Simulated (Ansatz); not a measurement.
C₂H₈Si₂, singlet, at a GFN2-xTB geometry; MP2/STO-3G in Ansatz (an electronic-structure program).

Input for Ansatz:
Ansatz 0.2 input:
```yaml
crystal:
  periodic: [false, false, false]
  atoms:
    - {symbol: C, position_ang: [0.25209438, 0.38514971, 1.24640713]}
    - {symbol: Si, position_ang: [1.34551195, -0.26633688, -0.18984983]}
    - {symbol: C, position_ang: [-0.25362570, -0.39526463, -1.24292497]}
    - {symbol: Si, position_ang: [-1.34479007, 0.27110514, 0.18820832]}
    - {symbol: H, position_ang: [0.49999714, 1.38792267, 1.58498194]}
    - {symbol: H, position_ang: [0.25076462, -0.24475418, 2.13240670]}
    - {symbol: H, position_ang: [2.32827527, 0.69774529, -0.69174618]}
    - {symbol: H, position_ang: [2.00712496, -1.54626746, 0.07700294]}
    - {symbol: H, position_ang: [-0.25648887, 0.22053274, -2.13870826]}
    - {symbol: H, position_ang: [-0.50035246, -1.40385890, -1.56485572]}
    - {symbol: H, position_ang: [-1.98651303, 1.55971117, -0.08540501]}
    - {symbol: H, position_ang: [-2.34372596, -0.67709734, 0.68841186]}
basis:
  gaussian:
    orbitals: STO-3G
magnetization: {spin_polarized: false}
correlation: {method: mp2}
```

Task: Predict the main parts of the log of this Ansatz run.

Result: 
```
Functional definition: HF
451 factors; integrals over basis functions are off by at most 3.0e-5 eV
mean field evaluation 1: about -17705.6614 eV, gradient 1.3e1 eV
mean field evaluation 2: about -17705.7666 eV, gradient 1.3e1 eV
mean field evaluation 4: about -17706.4761 eV, gradient 9.3e-1 eV
mean field evaluation 8: about -17706.4792 eV, gradient 1.3e-6 eV
mean field -17706.47920749 eV, -650.7011089927 hartree, gradient 5.9e-7 eV, S^2 0.000000; 0 other end points of the search recorded, 0 dependent functions left out
12 core orbitals not correlated
reference -17706.47920749 eV, -650.7011089927 hartree; 12, 12 occupied and 12, 12 virtual orbitals, 451 factors
second order -5.09410988 eV of doubles, -0.00000000 eV of singles
Total energy: -17711.57331737 eV, -650.8883140779 hartree
```
